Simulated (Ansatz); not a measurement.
Basis sets compared for the cluster K₂Cl₂ (the lowest singlet isomer of a short search). The state is a singlet with charge 0. Geometry PBE0-D4/def2-TZVP. Ansatz on 4 threads of AMD EPYC 7R43 on a shared host; times are rough, and most runs start from earlier orbitals.

```xyz
4

K     0.988   -1.685    0.210
K    -0.988    1.685   -0.210
Cl   -0.856   -0.265    1.912
Cl    0.856    0.265   -1.912
```

The 6-31G sets use Cartesian d functions. B3LYP takes the VWN-RPA correlation. The structure comes from a short search, and lower isomers may exist.

Binding counts from free atoms (K doublet, Cl doublet) in the same basis, without a counterpoise term.

```
              level  functions  energy (Eh)  HOMO (eV)  LUMO (eV)  binding per atom (eV)  wall time
    PBE-D4/def2-SVP         84   -2119.2029      -5.02      -1.23                   2.61      0.9 s
   PBE-D4/def2-TZVP        140   -2119.6804      -5.41      -1.21                   2.60      1.4 s
r2SCAN-D4/def2-TZVP        140   -2120.3672      -5.72      -0.54                   2.67        3 s
     B3LYP-D4/6-31G         84   -2120.4222      -6.38      -1.02                   2.57      1.4 s
 B3LYP-D4/def2-TZVP        140   -2120.5615      -6.47      -0.98                   2.57      1.8 s
   PBE0-D4/def2-SVP         84   -2119.3845      -6.36      -0.73                   2.61      1.2 s
  PBE0-D4/def2-TZVP        140   -2119.8539      -6.74      -0.71                   2.59      1.8 s
```

Task: Estimate the rows for PBE-D4/def2-TZVPD, r2SCAN-D4/def2-TZVPD, PBE0-D4/def2-TZVPD.

Result: 
| level | functions | energy (Eh) | HOMO (eV) | LUMO (eV) | binding per atom (eV) | wall time |
| --- | --- | --- | --- | --- | --- | --- |
| PBE-D4/def2-TZVPD | 164 | -2119.6831 | -5.48 | -1.23 | 2.60 | 1.8 s |
| r2SCAN-D4/def2-TZVPD | 164 | -2120.3694 | -5.75 | -0.56 | 2.68 | 3.8 s |
| PBE0-D4/def2-TZVPD | 164 | -2119.8562 | -6.78 | -0.73 | 2.60 | 2.4 s |
